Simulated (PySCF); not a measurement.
A species of formula C8H10Si has this rotational fingerprint, computed with PBE0/pcSseg-1 in PySCF (dipole) on a GFN2-xTB geometry, gas phase:

- Rotational constants: A = 4277, B = 528.4, C = 492.6 MHz
- Dipole components: |μa| = 0.38 D, |μb| = 0.30 D, |μc| = 0.00 D
- Inertial defect: -48.59 u·Å²
- κ: -0.98

Task: Which structure is it? (One computed conformer of each.)
A. `[cH:1]1[cH:2][cH:3][c:4]([SiH:5]2[CH2:6][CH2:7]2)[cH:8][cH:9]1` with C3–C4–Si5–C6 -152°
B. `C(#CC1CC1)C1=CC[SiH2]1`
C. `[CH3:1][C:2]#[C:3][C:4]#[C:5]/[CH:6]=[CH:7]\[CH2:8][SiH3:9]` with C6–C7–C8–Si9 -95°
D. `C=C(C)C#CC1=CC[SiH2]1`
E. `[CH:1]#[C:2][Si@H:3]1[CH2:4][CH:5]=[CH:6][C:7](=[CH2:8])[CH2:9]1` with C2–Si3–C4–C5 153°, Si3–C4–C5–C6 -14°, C5–C6–C7–C8 161°, C6–C7–C9–Si3 47°

Result: B. It is C(#CC1CC1)C1=CC[SiH2]1, a near-prolate asymmetric top, point group Cs. The candidates at the same level (rigid rotor, commonest isotopes):

| SMILES | A (MHz) | B (MHz) | C (MHz) | μa (D) | μb (D) | μc (D) | Δ (u·Å²) | point group | rotor |
| --- | --- | --- | --- | --- | --- | --- | --- | --- | --- |
| C#C[Si@H]1CC=CC(=C)C1 | 2677 | 929.3 | 734.6 | 0.50 | 0.32 | 0.36 | -44.61 | C1 | asymmetric top |
| C=C(C)C#CC1=CC[SiH2]1 | 3911 | 533.0 | 485.0 | 0.54 | 0.32 | 0.13 | -35.32 | C1 | near-prolate asymmetric top |
| C(#CC1CC1)C1=CC[SiH2]1 | 4277 | 528.4 | 492.6 | 0.38 | 0.30 | 0.00 | -48.59 | Cs | near-prolate asymmetric top |
| c1ccc([SiH]2CC2)cc1 | 3727 | 823.9 | 713.4 | 0.76 | 0.05 | 0.00 | -40.58 | Cs | near-prolate asymmetric top |
| CC#CC#C/C=C\C[SiH3] | 2453 | 489.3 | 425.2 | 0.35 | 0.62 | 0.49 | -50.32 | C1 | near-prolate asymmetric top |

`C=C(C)C#CC1=CC[SiH2]1` has A 9 % too low; `CC#CC#C/C=C\C[SiH3]` has A 43 % too low; `C#C[Si@H]1CC=CC(=C)C1` has B 76 % too high; `c1ccc([SiH]2CC2)cc1` has B 56 % too high. In the right answer the mirror of this Cs structure is the ab plane, so μc vanishes by symmetry. No structure here is proved a minimum.
